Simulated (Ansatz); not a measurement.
HCu (SMILES [CuH]), singlet, at a GFN2-xTB geometry (such geometries of metal compounds can be far from the true shape). Base run: HF/def2-SVP run with Ansatz (an electronic-structure program).

The Ansatz input:
Ansatz 0.2 input:
```yaml
crystal:
  periodic: [false, false, false]
  atoms:
    - {symbol: Cu, position_ang: [-0.00000000, -0.00000000, -0.04747396]}
    - {symbol: H, position_ang: [0.00000000, 0.00000000, 1.37674489]}
basis:
  gaussian:
    orbitals: def2-SVP
hamiltonian:
  xc: hf
```

The bond that is stretched is that between atoms 2 and 1. A test that says stable can miss a lower solution.

Variants of this job, named by their change:

```csv
change,ΔE vs base (kcal/mol),<S^2>,stability test says
base,0.000,0.000,minimum (restricted orbitals)
spin_polarized = on; lower_state_search = off,0.000,0.000,undecided (no full test)
spin_polarized = on; lower_state_search = standard,0.000,0.000,minimum
bond × 1.25,1.10,0.000,minimum (restricted orbitals)
spin_polarized = on; lower_state_search = off; bond × 1.25,1.10,0.000,undecided (no full test)
spin_polarized = on; lower_state_search = standard; bond × 1.25,1.10,0.000,minimum
bond × 1.5,16.25,0.000,minimum (restricted orbitals)
spin_polarized = on; lower_state_search = off; bond × 1.5,16.25,0.000,undecided (no full test)
spin_polarized = on; lower_state_search = standard; bond × 1.5,14.58,0.363,minimum
bond × 1.8,36.80,0.000,minimum (restricted orbitals)
spin_polarized = on; lower_state_search = off; bond × 1.8,36.80,0.000,undecided (no full test)
spin_polarized = on; lower_state_search = standard; bond × 1.8,23.38,0.766,minimum
bond × 2.2,60.83,0.000,minimum (restricted orbitals)
spin_polarized = on; lower_state_search = off; bond × 2.2,60.83,0.000,undecided (no full test)
spin_polarized = on; lower_state_search = standard; bond × 2.2,27.39,0.933,minimum
bond × 3.0,93.2,0.000,minimum (restricted orbitals)
spin_polarized = on; lower_state_search = off; bond × 3.0,93.2,0.000,undecided (no full test)
spin_polarized = on; lower_state_search = standard; bond × 3.0,28.86,0.995,minimum
```

Where a bond breaks into two radicals, a solution with restricted orbitals usually stops being the lowest and lies too high; an unrestricted one lies lower at the price of spin contamination, which <S^2> shows.
